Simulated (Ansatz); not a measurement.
Species: BH$_{3}$S, charge 0, singlet. BH3S (SMILES BS).
B3LYP-D3(BJ)/def2-TZVP minimum from Ansatz (a quantum-chemistry and plane-wave program):
```
B
H 1 1.1856
H 1 1.1871 2 122.72
S 1 1.7712 2 121.49 3 -180.00
H 4 1.3453 1 99.53 2 0.00
```
Charge 0, spin multiplicity 1.

Wanted: atomisation energy (electronic, to ground-state atoms), in kcal/mol. UHF or UKS for unpaired electrons; spin-orbit terms are left out. CBS(X,Y): correlation extrapolated as X^-3, Hartree-Fock from the larger set (Q,5: extrapolated as (X+1)exp(-9√X)). A bracket is a step between two methods taken in the basis named. Functionals run without relativity, which enters their misses. Double hybrids freeze cores in their MP2 part. '+ core + X2C': CCSD(T) terms for core correlation (cc-pwCVTZ, 1s frozen past Ne) and scalar relativity (cc-pVTZ-DK). Where a partner has so few electrons that a lower coupled-cluster level is exact, that level stands in.

CCSD(T)/CBS(cc-pV(Q+d)Z,cc-pV(5+d)Z) + [CCSDT(Q) - CCSD(T)]/cc-pV(T+d)Z + [CCSDTQ - CCSDT(Q)]/cc-pV(D+d)Z + core + X2C (Ansatz) gives 376.3 kcal/mol.

Q: How far off this value is PBE/def2-TZVPD (Ansatz), in which direction, and which of these levels come nearer: r2SCAN/def2-TZVPD, wB97M-V/def2-TZVPD, B2PLYP/def2-TZVPD, CCSD(T)/CBS(cc-pV(Q+d)Z,cc-pV(5+d)Z) + core + X2C?

A: PBE gives 378.9 kcal/mol, 2.6 kcal/mol above it. Differences of the others: r2SCAN/def2-TZVPD (Ansatz) 3.2; wB97M-V/def2-TZVPD (Ansatz) 3.0; B2PLYP/def2-TZVPD (Ansatz) -4.2; CCSD(T)/CBS(cc-pV(Q+d)Z,cc-pV(5+d)Z) + core + X2C (Ansatz) -0.2 kcal/mol. Nearer than PBE: CCSD(T)/CBS(cc-pV(Q+d)Z,cc-pV(5+d)Z) + core + X2C.
